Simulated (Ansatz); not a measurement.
Potential energy curve for GaAl, lowest triplet found (which spin is the ground state isn't settled by this scan).

Levels: UKS-PBE = Ansatz (an electronic-structure program) with unrestricted PBE/aug-cc-pVDZ; UKS-CAM-B3LYP = Ansatz with unrestricted CAM-B3LYP/aug-cc-pVDZ; FCI = full CI/aug-cc-pVDZ, cores with 3d frozen in Ansatz.

Energies relative to the lowest point of each curve between 2.63 and 3.27 Å, where full CI is lowest, in kcal/mol; the last columns give the error against full CI:

```json
[
 {"R / Å": "2.63", "UKS-PBE": "0.6", "UKS-CAM-B3LYP": "0.2", "FCI": "0.9", "UKS-PBE − FCI": "-0.2", "UKS-CAM-B3LYP − FCI": "-0.7"},
 {"R / Å": "2.76", "UKS-PBE": "0.0", "UKS-CAM-B3LYP": "0.0", "FCI": "0.0", "UKS-PBE − FCI": "0.0", "UKS-CAM-B3LYP − FCI": "0.0"},
 {"R / Å": "2.87", "UKS-PBE": "0.4", "UKS-CAM-B3LYP": "0.8", "FCI": "0.4", "UKS-PBE − FCI": "0.1", "UKS-CAM-B3LYP − FCI": "0.4"},
 {"R / Å": "3.04", "UKS-PBE": "2.2", "UKS-CAM-B3LYP": "3.2", "FCI": "2.2", "UKS-PBE − FCI": "0.0", "UKS-CAM-B3LYP − FCI": "1.0"},
 {"R / Å": "3.27", "UKS-PBE": "5.7", "UKS-CAM-B3LYP": "7.6", "FCI": "5.8", "UKS-PBE − FCI": "-0.1", "UKS-CAM-B3LYP − FCI": "1.8"},
 {"R / Å": "3.52", "UKS-PBE": "10.0", "UKS-CAM-B3LYP": "12.9", "FCI": "10.1", "UKS-PBE − FCI": "-0.1", "UKS-CAM-B3LYP − FCI": "2.8"},
 {"R / Å": "3.92", "UKS-PBE": "16.5", "UKS-CAM-B3LYP": "20.1", "FCI": "16.1", "UKS-PBE − FCI": "0.4", "UKS-CAM-B3LYP − FCI": "4.0"},
 {"R / Å": "4.31", "UKS-PBE": "22.0", "UKS-CAM-B3LYP": "23.7", "FCI": "20.4", "UKS-PBE − FCI": "1.6", "UKS-CAM-B3LYP − FCI": "3.3"},
 {"R / Å": "4.76", "UKS-PBE": "26.9", "UKS-CAM-B3LYP": "25.8", "FCI": "23.7", "UKS-PBE − FCI": "3.3", "UKS-CAM-B3LYP − FCI": "2.1"},
 {"R / Å": "5.36", "UKS-PBE": "31.7", "UKS-CAM-B3LYP": "27.1", "FCI": "26.0", "UKS-PBE − FCI": "5.7", "UKS-CAM-B3LYP − FCI": "1.1"},
 {"R / Å": "6.13", "UKS-PBE": "35.1", "UKS-CAM-B3LYP": "27.7", "FCI": "27.2", "UKS-PBE − FCI": "7.8", "UKS-CAM-B3LYP − FCI": "0.5"},
 {"R / Å": "7.08", "UKS-PBE": "36.1", "UKS-CAM-B3LYP": "27.9", "FCI": "27.8", "UKS-PBE − FCI": "8.3", "UKS-CAM-B3LYP − FCI": "0.1"},
 {"R / Å": "8.18", "UKS-PBE": "36.4", "UKS-CAM-B3LYP": "28.0", "FCI": "28.0", "UKS-PBE − FCI": "8.4", "UKS-CAM-B3LYP − FCI": "0.0"}
]
```

UKS-PBE is furthest from FCI at 8.18 (8.4 kcal/mol, above); its mean absolute error over the points is 2.8 kcal/mol.

UKS-CAM-B3LYP is furthest from FCI at 3.92 (4.0 kcal/mol, above); its mean absolute error over the points is 1.4 kcal/mol.

The scan ran from 1.74 to 8.18 Å; beyond the distances shown full CI changes its symmetry label.
